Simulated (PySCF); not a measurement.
Species: C₈H₂₀Si₃.
Atom-mapped SMILES: `[CH3:1][CH2:2][C:3]1([CH:4]2[CH2:5][CH2:6]2)[SiH2:7][CH2:8][SiH2:9][CH2:10][SiH2:11]1`

Cartesian coordinates in Å at the PBE0-D3(BJ)/def2-SVP level; atoms count from 1:
```xyz
31
C8H20Si3 angstrom
C     -1.616    2.203    0.216
C     -0.550    1.477   -0.595
C     -0.420   -0.040   -0.318
C     -1.711   -0.758   -0.700
C     -1.996   -2.193   -0.355
C     -2.818   -1.101    0.261
Si     0.189   -0.345    1.465
C      1.815    0.572    1.728
Si     3.182    0.029    0.550
C      2.575    0.125   -1.231
Si     0.918   -0.739   -1.486
H     -1.404    2.167    1.296
H     -1.674    3.262   -0.076
H     -2.609    1.756    0.063
H      0.423    1.973   -0.433
H     -0.769    1.615   -1.671
H     -2.062   -0.461   -1.697
H     -1.284   -2.721    0.286
H     -2.453   -2.823   -1.123
H     -3.850   -0.969   -0.073
H     -2.664   -0.885    1.322
H     -0.808    0.089    2.496
H      0.429   -1.808    1.679
H      2.150    0.403    2.766
H      1.644    1.657    1.622
H      3.548   -1.389    0.863
H      4.405    0.873    0.740
H      2.481    1.183   -1.529
H      3.328   -0.328   -1.898
H      0.436   -0.550   -2.894
H      1.091   -2.206   -1.243
```

Definitions: NICS(0) = −σiso at the ring centroid; NICS(1) = −σiso and NICS(1)zz = −σzz at ±1 Å along the ring normal z. Level: GIAO PBE0/pcSseg-1 (PySCF, non-relativistic, gas phase) on the PBE0-D3(BJ)/def2-SVP geometry, one conformer.

Rings: 1. C3–Si7–C8–Si9–C10–Si11; 2. C4–C5–C6.

| set | NICS(0) | NICS(1), two faces | NICS(1)zz, two faces |
| --- | --- | --- | --- |
| P | -42.7 | -8.4 / -8.9 | -23.6 / -23.1 |
| Q | -3.3 | -2.6 / -2.2 | 3.4 / 2.8 |

Problem. Which set (ppm) belongs to which ring?

Solution. P = 2, Q = 1.
- 1 (6-membered ring with 3 Si; formal bonds all single): mean NICS(1)zz 3.1 ppm, deshielded. C3, Si7, C8, Si9, C10, Si11 have four or more neighbours; no verdict on aromaticity is drawn.
- 2 (3-membered carbocycle; formal bonds all single): mean NICS(1)zz -23.3 ppm, shielded. C4, C5, C6 have four or more neighbours, and the NICS criterion for π rings isn't applied.

Problem. How do the rings differ in shape?

Solution. 
| ring | bond lengths (Å) | rms pucker (Å) | HOMA | nearest outside atom to a NICS(1) probe (Å) |
| --- | --- | --- | --- | --- |
| 1 | 1.909, 1.885, 1.884, 1.883, 1.886, 1.909 | 0.30 | – | hydrogen 1.39 |
| 2 | 1.504, 1.499, 1.505 | 0.00 | – | hydrogen 1.38 |
